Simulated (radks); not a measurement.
The numbers below are computed, except where a source is named.
Sc9+, 12 electrons, occupied as [Ne] 3s2. Code: a radial shooting solver on a logarithmic mesh with Libxc functionals. Model: scalar-relativistic Kohn-Sham, PBEsol, spin-polarised, spherical densities, finite nucleus; Fermi nuclear charge, rms radius 3.5459 fm.

Unscreened Slater integrals over Kohn-Sham orbitals (cm^-1). They are taken over the spin-up orbitals. Empty in this configuration: 3p.

| integral | value |
|---|---|
| F0(3s,3s) | 212580 |
| F0(3s,2p) | 279360 |
| G1(3s,2p) | 26416 |
| F0(3s,2s) | 274900 |
| G0(3s,2s) | 20988 |
| F0(3s,1s) | 313630 |
| G0(3s,1s) | 12586 |
| F0(3s,3p) | 211230 |
| G1(3s,3p) | 140750 |
| F0(2p,2p) | 660540 |
| F2(2p,2p) | 309950 |
| F0(2p,2s) | 613760 |
| G1(2p,2s) | 357850 |
| F0(2p,1s) | 911430 |
| G1(2p,1s) | 146220 |
| F0(2p,3p) | 280680 |
| F2(2p,3p) | 63311 |
| G0(2p,3p) | 26026 |
| G2(2p,3p) | 27392 |
| F0(2s,2s) | 583190 |
| F0(2s,1s) | 820590 |
| G0(2s,1s) | 72704 |
| F0(2s,3p) | 274520 |
| G1(2s,3p) | 20139 |
| F0(1s,1s) | 2825700 |
| F0(1s,3p) | 318080 |
| G1(1s,3p) | 24718 |
| F0(3p,3p) | 210170 |
| F2(3p,3p) | 107190 |
